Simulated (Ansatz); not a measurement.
Molecule: sum formula BNH2, charge -1, multiplicity 2. 
Structure (B3LYP-D3(BJ)/def2-TZVP (Ansatz, a quantum-chemistry and plane-wave program) minimum search):
```
B
N 1 1.3440
H 2 1.0159 1 116.51
H 1 1.2278 2 126.10 3 180.00
```
Charge -1, spin multiplicity 2.

Basis-set convergence of Hartree-Fock and CCSD correlation energies (hartree) with Ansatz. Correlated levels leave the core frozen unless marked. Open shells are spin-unrestricted. No spin-orbit coupling. No relativistic terms. This anion needs diffuse functions, which these sets lack.

```json
[
 {"basis": "cc-pVDZ", "functions": "38", "E(HF)": "-80.22444", "E(corr, CCSD)": "-0.27293"},
 {"basis": "cc-pVTZ", "functions": "88", "E(HF)": "-80.25842", "E(corr, CCSD)": "-0.32895"},
 {"basis": "cc-pVQZ", "functions": "170", "E(HF)": "…", "E(corr, CCSD)": "…"}
]
```

### Question
Complete the blanks.

### Answer

- cc-pVQZ, E(HF): -80.26908
- cc-pVQZ, E(corr, CCSD): -0.34705
